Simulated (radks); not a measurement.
Spherical quantum dot in the effective-mass picture: electrons in a parabolic well V = omega^2 r^2 / 2 with omega = 4.36, all in effective atomic units (hartree* = m*/eps^2 hartree, bohr* = eps/m* bohr), one dielectric constant everywhere. Method: non-relativistic Kohn-Sham, LDA (Slater exchange, Perdew-Wang correlation), spin-polarised, spherical densities; computed with a radial shooting solver with Libxc functionals. Levels are named by radial order and angular momentum (1s, 1p, 1d, 2s, ...), and open shells are averaged over m. Results are scaled to m* = 0.04 and eps = 7.6, for which hartree* = 18.84 meV and bohr* = 10.05 nm.

N = 9, configuration 1s2 1p6 1d(up 1, down 0). This is the lowest configuration that the search found. Occupied and some empty levels:

level,occupation,eigenvalue (meV),<r> (nm)
1s up,1,317.35,6.231
1s down,1,318.19,6.213
1p up,3,380.28,8.062
1p down,3,381.46,8.053
1d up,1,446.97,9.460
1d down,0,448.29,9.458
2s up,0,453.27,8.640
2s down,0,454.23,8.649
1f up,0,516.64,10.63
1f down,0,517.97,10.64
2p up,0,524.97,9.905
2p down,0,525.90,9.913

Energy (meV): total 2534.78, kinetic 719.36, external 1087.4, Hartree 881.35, exchange-correlation -153.34.

Electron density:

r (nm),n(r) (e/nm^3)
0.330,0.002036
1.16,0.002135
1.99,0.002314
2.82,0.002514
3.65,0.002671
4.48,0.002725
5.31,0.002644
6.14,0.002425
6.97,0.002096
7.80,0.001702
8.63,0.001297
9.46,0.0009262
10.3,0.0006205
11.1,0.0003870
12.0,0.0002255
12.8,0.0001237
13.6,0.00006293
14.4,0.00003018
15.3,0.00001343
16.1,5.641e-06
